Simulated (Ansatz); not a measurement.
Worked example: Sn(CH3)4 + AlI3 → Sn(CH3)3I + Al(CH3)I2

Species: Sn(CH3)4 (tetramethyltin), singlet; AlI3 (aluminum iodide) `[I][Al]([I])[I]`, singlet; Sn(CH3)3I (iodotrimethylstannane), singlet; Al(CH3)I2, singlet. The partners trade CH3 for I: Sn–CH3 and Al–I bonds give way to Sn–I and Al–CH3.

Shapes, held fixed at every level: PBE0-D4/def2-TZVP. Programs: Ansatz 0.2.0. Electronic energies: no zero-point or thermal term.

At CCSD(T)/def2-TZVPP; 1 Eh = 2625.50 kJ/mol:

```
  species   energy (Eh)
 Sn(CH3)4   -373.022028
     AlI3  -1133.606126
Sn(CH3)3I   -630.377348
Al(CH3)I2   -876.253001
```

Q: Work out ΔE of the reaction at this level.

A: 
1. Products less reactants: (-630.377348) + (-876.253001) − [(-373.022028) + (-1133.606126)] = -0.002195 Eh = -5.8 kJ/mol.

Other levels give -16.6 (r2SCAN0-D4/def2-TZVPP) to -5.1 kJ/mol (MP2/def2-TZVPP). No measured value is set beside it here. For atoms past krypton def2 sets carry core potentials with scalar relativity. Outer-core shells of I, Sn are correlated in most correlated rows, in sets that cover them unevenly. The median of the other levels is -15.3 kJ/mol.
